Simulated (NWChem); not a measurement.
C$_{4}$H$_{4}$O$_{2}$; SMILES C=C1OC=CO1

All runs: NWChem. Pople sets run with spherical d functions. The geometry was optimised at B3LYP/6-31G* (spherical d). Level: B3LYP/6-31G* with SMD (1 M gas to 1 M solution), gas-phase geometry.

For solvent toluene:

| Item | Result |
|---|---|
| solvation free energy (kcal/mol) | -2.7 |
| cavity-dispersion-structure term (kcal/mol) | -0.1 |
| dipole in solution (D) | 2.62 |

### Question
How do the values read with solvent water instead?

### Answer
| Quantity | Value |
|---|---|
| solvation free energy (kcal/mol) | -1.0 |
| cavity-dispersion-structure term (kcal/mol) | 5.2 |
| dipole in solution (D) | 2.97 |
